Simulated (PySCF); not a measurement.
C5H5F3O.
Cartesian coordinates in Å at the PBE0-D3(BJ)/def2-SVP level; atoms count from 1:
```
atom  x, y, z in Å
C1     3.2499    0.0177   -0.1631
C2     2.0378    0.3790    0.2472
O3     0.9281   -0.3310   -0.0844
C4    -0.2620    0.0856    0.3723
C5    -1.3965   -0.5583    0.0881
F6    -1.4318   -1.6553   -0.6650
C7    -2.7442   -0.1221    0.5610
F8    -3.4857    0.3374   -0.4726
F9    -2.6210    0.8744    1.4634
H10    4.1172    0.6129    0.1217
H11    3.3930   -0.8676   -0.7853
H12    1.8548    1.2630    0.8703
H13   -0.2945    0.9798    1.0007
H14   -3.2989   -0.9589    1.0230
```

Level of theory: TDDFT wB97X-D/def2-SVPD, vertical, gas phase, core orbitals frozen in the response in PySCF 2.14.0, density-fitted response routines.

Transition dipole moments from the ground state, in atomic units and in the frame of the coordinates above (overall signs are arbitrary), for the states with f of 0.002 or more among the lowest 6:

```
state  E (eV)      μx      μy      μz
   S1   6.294   2.261   0.228  -0.078
   S2   6.507  -0.252  -0.254   0.393
   S3   6.828  -0.189   0.373   0.241
   S4   7.319  -0.076   0.170  -0.244
   S5   7.526   0.029  -0.123   0.211
   S6   7.635   0.064  -0.121   0.167
```

(1) Work out the oscillator strengths.

(2) What angle do the transition dipoles of S3 and S5 make?

(3) What peak molar absorption coefficient would the strongest computed level give as a lone Gaussian band 0.4 eV wide at half height?

## Answers

(1) f = (2/3) ΔE |μ|² with ΔE in hartree (27.2114 eV).

```
state  |μ|² (au)  |μ| (D)      f
   S1      5.169     5.78  0.797
   S2      0.282     1.35  0.045
   S3      0.233     1.23  0.039
   S4      0.094     0.78  0.017
   S5      0.061     0.63  0.011
   S6      0.047     0.55  0.009
```

(2) |cos θ| = |μa·μb| / (|μa| |μb|) = 0.00, so θ ≈ 90° (taken between 0 and 90°, since the signs are arbitrary).

(3) ε(max) = 2.175×10⁸ f / FWHM, with the width in cm⁻¹. S1: 2.175×10⁸ × 0.7970 / 3226 ≈ 54000 L mol⁻¹ cm⁻¹.

Rough CPU time on one thread of a shared machine: about 2.1 min.

One conformer stands for the species.
